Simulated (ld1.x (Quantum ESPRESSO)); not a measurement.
# rhodium, TM: configuration errors across variants

```
Element                 : rhodium
Generator               : ld1.x (Quantum ESPRESSO) 7.5
Type                    : norm-conserving Troullier–Martins (Kleinman–Bylander form)
Functional              : PBEsol
Relativity              : scalar-relativistic
Frozen core             : [Kr]
Valence charge          : 9
Reference configuration : 4d8 5s0.5 5p0 (charge +0.5)
Partial waves           : 5s (bound): rc 2.30 bohr; 4d (bound): rc 1.85 bohr; 5p (bound, empty): rc 3.55 bohr
Local potential         : the p channel
Core correction         : Bessel-smoothed model core inside 1.10 bohr
```

All-electron excitation energies from the reference (eV): (1) 4d8 5s1 5p0 -2.928; (2) 4d8 5s0 5p0 4.534; (3) 4d7 5s0 5p0 24.043; (4) 4d8.5 5s0.5 5p0 -3.557; (5) 4d8 5s0 5p1 0.737; (6) 4d7 5s1 5p0 8.214; (7) 4d5 5s0 5p0 103.460.

Errors AE − PS in meV (a dash: test not solved or not reliable):

```tsv
change	(1)	(2)	(3)	(4)	(5)	(6)	(7)	bound ghosts
base	-1.6	-5.3	-209	-24	-0.5	-144	-2415	none
wave 4d (bound): rc 1.85 bohr becomes 4d (bound): rc 1.24 bohr	-1.7	-5.5	-211	-24	-0.5	-148	-2480	none
wave 4d (bound): rc 1.85 bohr becomes 4d (bound): rc 1.48 bohr	-1.7	-5.5	-211	-24	-0.4	-148	-2474	none
wave 4d (bound): rc 1.85 bohr becomes 4d (bound): rc 1.72 bohr	-1.6	-5.4	-210	-24	-0.4	-146	-2449	none
wave 4d (bound): rc 1.85 bohr becomes 4d (bound): rc 2.04 bohr	-1.4	-5.1	-207	-24	-0.5	-138	-2326	none
wave 4d (bound): rc 1.85 bohr becomes 4d (bound): rc 2.42 bohr	-0.7	-4.3	-195	-22	-0.4	-113	-1940	none
wave 4d (bound): rc 1.85 bohr becomes 4d (bound): rc 2.80 bohr	0.0	-3.7	-175	-20	-0.5	-74	-1360	none
```

(1) Give the same row for: wave 4d (bound): rc 1.85 bohr becomes 4d (bound): rc 2.30 bohr.

Results:

(1) -1.0, -4.6, -200, -23, -0.5, -123, -2091; bound ghosts: none.
